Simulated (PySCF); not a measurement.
Species: C5H5NO3.
Bonds: C1–O2, O2–C3, C3–O4 (double), C3–C5, C5–C6 (aromatic), C6–C7 (aromatic), C7–O8 (aromatic), O8–N9 (aromatic), C5–N9 (aromatic). Hydrogens: H10, H11, H12 on C1; H13 on C6; H14 on C7.

The calculation used PySCF, PBE0-D3(BJ)/def2-SVP geometry optimisation, gas phase.

Q: Give the optimised bond lengths and angles.

A: 
| bond | length (pm) | order |
| --- | --- | --- |
| C1–O2 | 141.7 | single |
| O2–C3 | 132.6 | single |
| C3=O4 | 120.4 | double |
| C3–C5 | 148.5 | single |
| C5–C6 | 142.3 | aromatic |
| C6–C7 | 135.9 | aromatic |
| C7–O8 | 133.8 | aromatic |
| O8–N9 | 135.1 | aromatic |
| C5–N9 | 131.3 | aromatic |
| C1–H10, C1–H11, C1–H12 | 109.9 | single |
| C6–H13 | 108.6 | single |
| C7–H14 | 108.8 | single |

Bonds in one row agree within 1 pm and their mean is given. Orders are formal, as drawn. A selection of angles:
| angle | degrees |
| --- | --- |
| C1–O2–C3 | 115.7 |
| O2–C3–O4 | 124.6 |
| O2–C3–C5 | 112.9 |
| O4–C3–C5 | 122.4 |
| C3–C5–C6 | 125.0 |
| C3–C5–N9 | 123.2 |
| C6–C5–N9 | 111.8 |
| C5–C6–C7 | 102.5 |
| C6–C7–O8 | 109.8 |
| C7–O8–N9 | 110.2 |
| C5–N9–O8 | 105.7 |

Torsions: C1–O2–C3–O4 0° (synperiplanar); O2–C3–C5–C6 -179° (antiperiplanar). The mirror-image conformer, all signs reversed, is as good.

The 3 C–C bonds span 1.359 Å (C6–C7, aromatic) to 1.485 Å (C3–C5, drawn single), a spread of 0.126 Å. The 4 C–O bonds span 1.204 Å (C3=O4, drawn double) to 1.417 Å (C1–O2, drawn single), a spread of 0.213 Å. The 9 heavy atoms lie in one plane (0.012 Å rms). The 5-membered ring C5–C6–C7–O8–N9 has internal angles of 102.5° to 111.8°; it is planar, 0.00 Å rms from its mean plane, widest ring torsion 0°. Of the pairs four or more bonds apart, O4···H12 is among the closest relative to their van der Waals radii: 2.63 Å, 97 % of the sum of Bondi's values. O8 (ring oxygen) is bent (angle 110.2°).

Point group: near Cs, missed by 0.08 Å at most; the miss may be what the optimiser left on a soft mode. Not checked by PBE0-D3(BJ)/def2-SVP frequencies. The numbers are those of one conformer.

Hardware: one thread of an Arm Neoverse V2, shared host. Cost: 2.1 min of wall time. These figures are those of the optimisation.
